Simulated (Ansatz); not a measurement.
Isolated molecules relaxed with PBE0-D4/def2-TZVP in Ansatz; ΔE leaves out vibrations. CCSD(T)/CBS is the MP2 limit (def2-TZVPP, def2-QZVPP) plus CCSD(T) − MP2 in def2-TZVPP, frozen cores. DFT in def2-TZVPP. B3LYP here is the variant with VWN-RPA as its local correlation; programs differ in this. def2 core potentials past Kr. For Br, In outer-core shells are correlated without core-valence functions, which leaves a few kJ/mol of doubt a bond. Scalar relativity is left out up to krypton. Each species was taken in one conformer, which may not be the lowest.

Consider the redistribution: `[SiH3][O][In]([SH])[Br]` + `NB(F)F` → `[NH2][In]([SH])[Br]` + `FB(F)O[SiH3]`.

```tsv
level	ΔE (kcal/mol)
B3LYP-D4	3.8
HF/CBS(def2)	3.3
```

(1) What does CCSD(T)/CBS give? (An estimate is asked.)

Largest T1 diagnostic among the species: 0.013.

Answers

(1) The calculation gave: +3.6 kcal/mol. The listed levels differ from it by 0.2, -0.3 kcal/mol.
